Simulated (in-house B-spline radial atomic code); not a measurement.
Successive ionisation energies of xenon; each step leads to the configuration of the next row (after the last: [He] 2s2 2p6). NIST's values go from ground level to ground level; the uncertainty of those that are theory runs from under 0.1 % in few-electron ions to several per cent in heavy many-electron ones. Computed with a radial B-spline atomic code at the basis-set limit: non-relativistic Hartree-Fock, average of the configuration, point nuclei.

This level leaves out relativity, spin-orbit splitting included, which matters for heavy ions.

| ion | configuration | ionisation energy (eV) | tabulated value (eV) | computed minus tabulated (eV) | highest orbital | largest mean radius (bohr) |
| --- | --- | --- | --- | --- | --- | --- |
| Xe26+ | [Ar] 3d10 | 1503.1 | 1493 | 10 | 3d | 0.3134 |
| Xe27+ | [Ar] 3d9 | ? | ? | ? | ? | ? |
| Xe28+ | [Ar] 3d8 | 1667.3 | 1653 | 14 | 3d | 0.30893 |
| Xe29+ | [Ar] 3d7 | 1751.7 | 1742 | 10 | 3d | 0.30672 |
| Xe30+ | [Ar] 3d6 | 1837.7 | 1826 | 12 | 3d | 0.30452 |
| Xe31+ | [Ar] 3d5 | 1925.2 | 1919 | 6 | 3d | 0.30235 |
| Xe32+ | [Ar] 3d4 | 2014.2 | 2023 | -9 | 3d | 0.30019 |
| Xe33+ | [Ar] 3d3 | 2104.7 | 2113 | -8 | 3d | 0.29805 |
| Xe34+ | [Ar] 3d2 | 2196.8 | 2209 | -12 | 3d | 0.29594 |
| Xe35+ | [Ar] 3d1 | 2290.4 | 2300 | -10 | 3d | 0.29384 |
| Xe36+ | [Ne] 3s2 3p6 | 2541.2 | 2556 | -15 | 3p | 0.29177 |
| Xe37+ | [Ne] 3s2 3p5 | ? | ? | ? | ? | ? |
| Xe38+ | [Ne] 3s2 3p4 | 2707.2 | 2726 | -19 | 3p | 0.28867 |
| Xe39+ | [Ne] 3s2 3p3 | ? | ? | ? | ? | ? |
| Xe40+ | [Ne] 3s2 3p2 | 2876.7 | 2975 | -98 | 3p | 0.28563 |
| Xe41+ | [Ne] 3s2 3p1 | 2962.7 | 3068 | -105 | 3p | 0.28414 |
| Xe42+ | [Ne] 3s2 | 3124.7 | 3243 | -118 | 3s | 0.28267 |
| Xe43+ | [Ne] 3s1 | 3211.1 | 3333.8 | -123 | 3s | 0.28103 |

(1) Fill in the row of Xe27+.

(2) Fill in the row of Xe37+.

(3) Fill in the row of Xe39+.

Results:

(1) ionisation energy (eV): 1584.4; tabulated value (eV): 1571; computed minus tabulated (eV): 13; highest orbital: 3d; largest mean radius (bohr): 0.31116.

(2) ionisation energy (eV): 2623.8; tabulated value (eV): 2637; computed minus tabulated (eV): -13; highest orbital: 3p; largest mean radius (bohr): 0.29021.

(3) ionisation energy (eV): 2791.5; tabulated value (eV): 2811; computed minus tabulated (eV): -19; highest orbital: 3p; largest mean radius (bohr): 0.28714.
